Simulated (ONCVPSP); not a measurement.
**Configuration tests for W (Z = 74) (ONCV)**

```json
{"Element": "W (Z = 74)", "Generator": "ONCVPSP 4.0.1", "Type": "optimised norm-conserving Vanderbilt (ONCV)", "Functional": "LDA (Perdew-Zunger)", "Relativity": "fully relativistic", "Frozen core": "[Kr] 4d10 4f14", "Valence charge": "14", "Reference configuration": "5s2 5p6 5d4 (charge +2)", "Partial waves": "5s: rc 1.25 bohr, ncon 4, nbas 7, qcut 5.5 1/bohr, 1 projector; 5p: rc 1.30 bohr, ncon 4, nbas 8, qcut 7.4 1/bohr, 2 projectors, debl 3 Ha; 5d: rc 1.70 bohr, ncon 5, nbas 9, qcut 6 1/bohr, 1 projector", "Local potential": "polynomial inside 1.25 bohr (lpopt 5, dvloc0 6 Ha)", "Core correction": "none"}
```

Open shells are filled in proportion to 2j + 1.

Energies are relative to the spin-unpolarised reference configuration 5s2 5p6 5d4; without spin polarisation the order of configurations can differ from experiment.

| valence configuration | charge | ΔE all-electron (eV) | error AE − PS (meV) |
| --- | --- | --- | --- |
| 5s2 5p6 5d4 6s2 | 0 | -25.163 | -217 |
| 5s2 5p6 5d4 6s1 | +1 | -16.026 | -134 |
| 5s2 5p6 5d3 | +3 | 25.696 | -2.2 |

Question: What are ΔE and the potential's error for 5s2 5p6 5d4 6p2?

Answer: ΔE = -15.817 eV all-electron; the error (AE − PS) is +2.1 meV.
